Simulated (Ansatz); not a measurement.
The cluster Zn3F4⁺, relaxed as a doublet with UKS r2SCAN-D4/def2-SVP in Ansatz, starting from the GFN1-xTB geometry. Force threshold 0.02 eV/Å.

Another isomer (doublet) lies 0.08 eV lower at PBE0-D4/def2-TZVP; other spin states weren't run for this one.

Start:

```
atom   x (Å)   y (Å)   z (Å)
 Zn1   0.563  -0.166  -2.733
 Zn2  -1.048   0.591   1.270
 Zn3   1.004  -0.605   0.039
  F4  -0.462   0.236  -0.592
  F5   0.530  -0.259   1.679
  F6  -2.512   1.212   1.684
  F7   1.924  -1.010  -1.348
```

| step | energy (eV) | largest force component (eV/Å) | SCF passes |
| --- | --- | --- | --- |
| 1 | -156088.1752 | 2.671 | 20 |
| 2 | -156088.6590 | 1.723 | 20 |
| 3 | -156088.9431 | 0.347 | 26 |
| 4 | -156089.0074 | 0.364 | 21 |
| 5 | -156089.0358 | 0.156 | 20 |
| 6 | -156089.0498 | 0.050 | 19 |
| 7 | -156089.0504 | 0.052 | 19 |
| 8 | -156089.0507 | 0.011 | 21 |

Force components are those of the run's own axes.

End:

```csv
atom,x (Å),y (Å),z (Å)
Zn1,0.359,-0.105,-2.602
Zn2,-1.134,0.570,1.194
Zn3,1.336,-0.730,0.186
F4,-0.299,0.173,-0.600
F5,0.492,-0.325,1.763
F6,-2.613,1.364,1.595
F7,1.859,-0.946,-1.537
```

Bonds formed: Zn1–F4 (atoms count from 1).

No frequencies were taken in this run, so the end may be a saddle point.

It took 71 s on 4 threads of AMD EPYC on a shared host.
